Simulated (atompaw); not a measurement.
mercury: from the effect back to the setting (PAW (atompaw))

Base potential:

| Property | Result |
| --- | --- |
| Element | Hg (Z = 80) |
| Generator | atompaw 4.2.0.5 |
| Type | PAW |
| Functional | PBE |
| Relativity | scalar-relativistic |
| Frozen core | [Kr] 4d10 4f14 |
| Valence charge | 20 |
| Reference configuration | 5s2 5p6 5d10 6s0 6p0 (charge +2) |
| Partial waves | 5s (bound): rc 1.20 bohr; 6s (bound, empty): rc 2.15 bohr; 5p (bound): rc 1.80 bohr; 6p (bound, empty): rc 2.15 bohr; 5d (bound): rc 2.15 bohr; 5d channel at -0.95 Ry: rc 2.15 bohr |
| Local potential | bessel scheme, radius 1.90 bohr |
| Core correction | smooth core density matched at 1.20 bohr |
| Augmentation charge | besselshape compensation charge, radius 1.70 bohr; PAW radius 2.15 bohr; waves and projectors: custom rrkj vanderbiltortho |

Cutoffs, loose and tight: the cutoffs (Ry, on a coarse ladder) from which the occupation-weighted sum of valence levels, in a spherical-Bessel basis at the reference potential, stays within 10 and 1 mRy of its value at 400 Ry. They see the waves, projectors and local potential, not the compensation charge or the core.

Only the scale of all radii (base = 1) is moved (1 further runs of the sweep failed or gave no value and are left out):

| scale of all radii (base = 1) | cutoff, loose | cutoff, tight | bound ghosts |
| --- | --- | --- | --- |
| 0.82 | 70 Ry | 140 Ry | none |
| 0.89 | 50 Ry | 110 Ry | none |
| 1 | 40 Ry | 70 Ry | none |
| 1.15 | 30 Ry | 55 Ry | none |
| 1.22 | 30 Ry | 50 Ry | none |
| 1.29 | 25 Ry | 45 Ry | none |

Problem. One more run gave cutoff, loose: 35 Ry; cutoff, tight: 60 Ry; bound ghosts: none. Which value of the scale of all radii (base = 1) was used?

Solution. 1.06. The tight cutoff moves one way along this sweep, from 140 Ry at 0.82 to 45 Ry at 1.29, which places the run between 1 and 1.15.
